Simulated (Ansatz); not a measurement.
Input file for Ansatz (a first-principles code): R-CCSD(T)/cc-pV(D+d)Z on H2O (SMILES O). The basis file is the Basis Set Exchange's JSON of that set.

Ansatz 0.2 input:
```yaml
crystal:
  periodic: [false, false, false]
  atoms:
    - {symbol: O, position_ang: [-0.00000000, 0.00000000, 0.38961139]}
    - {symbol: H, position_ang: [0.00000000, 0.76498632, -0.19485569]}
    - {symbol: H, position_ang: [0.00000000, -0.76498632, -0.19485569]}
basis:
  gaussian:
    orbitals: cc-pV_D+d_Z.json
magnetization: {spin_polarized: false}
correlation: {method: ccsd_t, electrons: outside_noble_gas}
scf: {lower_state_search: off}
```

### Question
Give the final energy of this run.

### Answer
-76.2410 hartree (reference determinant -76.0264, T1 diagnostic 0.006).
